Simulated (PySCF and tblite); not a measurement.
Values are calculated unless marked as measured or tabulated.
Conformers and averaged properties: propiophenone, C₉H₁₀O, numbered as in [CH3:1][CH2:2][C:3](=[O:4])[c:5]1[cH:6][cH:7][cH:8][cH:9][cH:10]1

The ensemble was built from 90 distance-geometry starts (ETKDG and KDG, MMFF94s, GFN2-xTB) and rests on GFN2-xTB geometries. Energies: B3LYP-D3(BJ)/def2-SVP (IEF-PCM, chloroform), with GFN2-xTB thermal terms (modes under about 100 cm⁻¹ blended into free rotors). Symmetry numbers and mirror images are counted. Conformers within 3 kcal/mol (GFN2-xTB free energy) were kept, 4 at most. GIAO shieldings: mPW1PW91/pcSseg-1 (IEF-PCM, chloroform). Couplings: B3LYP/6-31G* with pcJ-1 on H (gas phase; spin-dipole term only for pairs with B, N, F, Si or P). Couplings are for ¹H. H–H couplings come out 0.1 to 0.9 Hz lower than with pcJ-1 on all atoms. Shifts are against TMS (¹H), TMS (¹³C) at the same level. Codes: tblite and PySCF.

Torsions listed: C1–C2–C3–O4, O4–C3–C5–C6. Of a mirror pair one member is shown.

```json
{"conformer": "1", "shape": "0°, 0°", "symmetry": "Cs", "E(GFN2) kcal/mol": "0.00", "E(DFT) kcal/mol": "0.00", "G(298.15 K) kcal/mol": "0.00", "weight %": "96.9", "dipole D": "3.57"}
{"conformer": "2", "shape": "-115°, 23°", "symmetry": "C1 (pair)", "E(GFN2) kcal/mol": "0.21", "E(DFT) kcal/mol": "1.98", "G(298.15 K) kcal/mol": "2.04", "weight %": "3.1", "dipole D": "3.70"}
```

Weights (%) against temperature:

| T (K) | 1 | 2 | S(mix) cal/mol/K |
| --- | --- | --- | --- |
| 250 | 98.4 | 1.6 | 0.18 |
| 273.15 | 97.8 | 2.2 | 0.24 |
| 298.15 | 96.9 | 3.1 | 0.32 |
| 323.15 | 96.0 | 4.0 | 0.39 |
| 373.15 | 93.9 | 6.1 | 0.54 |

Averaged shifts at 298.15 K. ¹H: 8.55 (H6/H10, 2H), 8.01 (H8, 1H), 7.93 (H7/H9, 2H), 3.20 (H2, 2H), 1.31 (H1, 3H) ppm. ¹³C: 208.0 (C3), 141.0 (C8), 140.8 (C5), 135.7 (C6/C10), 135.0 (C7/C9), 36.4 (C2), 10.6 (C1) ppm.

Averaged couplings (Hz): ²J(H1,H1) -13.8, ³J(H1,H2) 7.1, ²J(H2,H2) -18.5, ³J(H6,H7) 9.1, ³J(H7,H8) 8.3.

Coordinates of conformer 1 (Å):

```xyz
20

C    -3.400   -0.234    0.238
C    -1.941   -0.625    0.045
C    -1.016    0.569    0.186
O    -1.437    1.679    0.421
C     0.442    0.317    0.021
C     1.303    1.408    0.150
C     2.668    1.255    0.009
C     3.196    0.003   -0.264
C     2.352   -1.089   -0.393
C     0.985   -0.938   -0.252
H    -3.690    0.510   -0.499
H    -3.545    0.198    1.225
H    -4.044   -1.104    0.134
H    -1.794   -1.058   -0.948
H    -1.651   -1.374    0.786
H     0.871    2.375    0.363
H     3.321    2.108    0.112
H     4.263   -0.123   -0.376
H     2.764   -2.065   -0.605
H     0.349   -1.803   -0.357
```

Shifts are unscaled: against experiment ¹³C can be off by 15 ppm or more and ¹H by 0.8 ppm.

Search and properties took 3.7 min on 1 thread of Intel Xeon @ 2.60GHz (shared host) (rough), launched as `OMP_NUM_THREADS=1 python ens_run.py task.json out`.
